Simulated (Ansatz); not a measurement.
The lowest singlet and triplet of FHSi (SMILES F[SiH]); geometries from B3LYP-D3(BJ)/def2-TZVP, each state relaxed from the structure named, with no frequency check.
Singlet (charge 0, multiplicity 1):
```xyz
3

F      0.84410    -0.57545     0.00000
Si    -0.43485     0.41865     0.00000
H     -1.50909    -0.68207     0.00000
```
Triplet (charge 0, multiplicity 3):
```xyz
3

F      0.9261    -0.4626     0.0000
Si    -0.4757     0.3370     0.0000
H     -1.6752    -0.5540     0.0000
```

A positive gap puts the triplet lower; no zero-point energy. R- takes a restricted singlet. U- takes an unrestricted singlet (broken symmetry where lower, unprojected). The triplet is unrestricted in single-reference levels.

Codes used: Ansatz (Gaussian basis) for Hartree–Fock, density functionals and correlated methods. Values without a source in brackets are computed.

### Question
One of these levels gives -1.880 eV for the gap E(singlet) − E(triplet), adiabatic. Which?
(A) R-wB97X-V/def2-TZVPP
(B) U-r2SCAN/def2-TZVPP
(C) U-wB97M-V/def2-TZVPP
(D) R-HF/cc-pV(T+d)Z

### Answer
C, U-wB97M-V/def2-TZVPP. The others give -0.914 (R-HF/cc-pV(T+d)Z), -1.246 (U-r2SCAN/def2-TZVPP), -1.715 (R-wB97X-V/def2-TZVPP)

Doubts at one or more of the structures used: a restricted determinant that unrestricted orbitals would lower (R-HF/cc-pV(T+d)Z).

Ansatz is an electronic-structure program.
